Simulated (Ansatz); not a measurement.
Ansatz (a quantum-chemistry and plane-wave program) input (B3LYP-D3(BJ)/def2-TZVP):

Ansatz 0.2 input:
```yaml
crystal:
  periodic: [false, false, false]
  atoms:
    - {symbol: Zr, position_ang: [0.21365065, -0.00007267, -0.05005740]}
    - {symbol: F, position_ang: [-0.74201059, 1.35210404, -1.03129778]}
    - {symbol: F, position_ang: [-0.20754787, -1.35178106, 1.25377510]}
basis:
  gaussian:
    orbitals: def2-TZVP
hamiltonian:
  xc: b3lyp
  dispersion: d3bj
magnetization: {spin_polarized: true, initial_magnetization: 2}
phonons: {temperatures: {t_min: 298.15, t_max: 298.15, t_step: 100}}
```

Output:

```
Functional definition: B3LYP
integrals: 0.03 GiB planned
667 factors; their error is unknown
mean field: 0.33 GiB planned
mean field evaluation 1: about -6714.5241 eV, gradient 4.0e1 eV
mean field evaluation 2: about -6681.3555 eV, gradient 1.1e2 eV
mean field evaluation 4: about -6719.4428 eV, gradient 2.8e0 eV
mean field evaluation 8: about -6719.4783 eV, gradient 5.8e-2 eV
mean field evaluation 16: about -6719.5143 eV, gradient 8.8e-4 eV
mean field evaluation 32: about -6719.5134 eV, gradient 7.2e-2 eV
mean field -6719.51426878 eV, -246.9375947274 hartree, gradient 3.2e-8 eV, S^2 2.001474; 3 other end points of the search recorded, 0 dependent functions left out
the calculation of the forces begins
reference -6719.51450550 eV, -246.9376034266 hartree; 16, 14 occupied and 86, 88 virtual orbitals, 667 factors
these checks for a lower state are left out or cut short: stability, starts, cluster_reference, orbital_swaps, neighbouring_geometries, increment
integrals: 0.03 GiB planned
667 factors; their error is unknown
mean field: 0.33 GiB planned
mean field -6719.51422216 eV, -246.9375930140 hartree, gradient 8.9e-7 eV, S^2 2.001475; 0 other end points of the search recorded, 0 dependent functions left out
the calculation of the forces begins
reference -6719.51445889 eV, -246.9376017139 hartree; 16, 14 occupied and 86, 88 virtual orbitals, 667 factors
these checks for a lower state are left out or cut short: stability, starts, cluster_reference, orbital_swaps, neighbouring_geometries, increment
integrals: 0.03 GiB planned
667 factors; their error is unknown
mean field: 0.33 GiB planned
mean field -6719.51422023 eV, -246.9375929431 hartree, gradient 9.2e-7 eV, S^2 2.001473; 0 other end points of the search recorded, 0 dependent functions left out
the calculation of the forces begins
reference -6719.51445693 eV, -246.9376016418 hartree; 16, 14 occupied and 86, 88 virtual orbitals, 667 factors
these checks for a lower state are left out or cut short: stability, starts, cluster_reference, orbital_swaps, neighbouring_geometries, increment
integrals: 0.03 GiB planned
667 factors; their error is unknown
mean field: 0.33 GiB planned
mean field evaluation 64: about -6719.5142 eV, gradient 1.5e-1 eV
mean field -6719.51422815 eV, -246.9375932342 hartree, gradient 1.5e-6 eV, S^2 2.001476; 0 other end points of the search recorded, 0 dependent functions left out
the calculation of the forces begins
reference -6719.51446492 eV, -246.9376019352 hartree; 16, 14 occupied and 86, 88 virtual orbitals, 667 factors
these checks for a lower state are left out or cut short: stability, starts, cluster_reference, orbital_swaps, neighbouring_geometries, increment
integrals: 0.03 GiB planned
667 factors; their error is unknown
mean field: 0.33 GiB planned
mean field -6719.51420353 eV, -246.9375923294 hartree, gradient 1.3e-6 eV, S^2 2.001472; 0 other end points of the search recorded, 0 dependent functions left out
the calculation of the forces begins
reference -6719.51444020 eV, -246.9376010269 hartree; 16, 14 occupied and 86, 88 virtual orbitals, 667 factors
these checks for a lower state are left out or cut short: stability, starts, cluster_reference, orbital_swaps, neighbouring_geometries, increment
integrals: 0.03 GiB planned
667 factors; their error is unknown
mean field: 0.33 GiB planned
mean field -6719.51425669 eV, -246.9375942832 hartree, gradient 1.2e-6 eV, S^2 2.001473; 0 other end points of the search recorded, 0 dependent functions left out
the calculation of the forces begins
reference -6719.51449340 eV, -246.9376029819 hartree; 16, 14 occupied and 86, 88 virtual orbitals, 667 factors
these checks for a lower state are left out or cut short: stability, starts, cluster_reference, orbital_swaps, neighbouring_geometries, increment
integrals: 0.03 GiB planned
667 factors; their error is unknown
mean field: 0.33 GiB planned
mean field evaluation 96: about -6719.5143 eV, gradient 1.2e-6 eV
mean field -6719.51426036 eV, -246.9375944180 hartree, gradient 1.2e-6 eV, S^2 2.001475; 0 other end points of the search recorded, 0 dependent functions left out
the calculation of the forces begins
reference -6719.51449710 eV, -246.9376031178 hartree; 16, 14 occupied and 86, 88 virtual orbitals, 667 factors
Total energy: -6719.57064529 eV, -246.9396665257 hartree
Atom 0 at     0.213651    -0.000073    -0.050057 Å, force     0.000103    -0.000000    -0.000024 eV/Å
Atom 1 at    -0.742011     1.352104    -1.031298 Å, force    -0.000228     0.000894    -0.000743 eV/Å
Atom 2 at    -0.207548    -1.351781     1.253775 Å, force     0.000125    -0.000894     0.000767 eV/Å
Dipole moment:     0.332900    -0.000113    -0.077997 e Å
Vibrations: 107.36 623.13 639.76 cm⁻¹, zero-point energy 0.084945 eV
```

The spin state was set by rule; other spins were not relaxed.
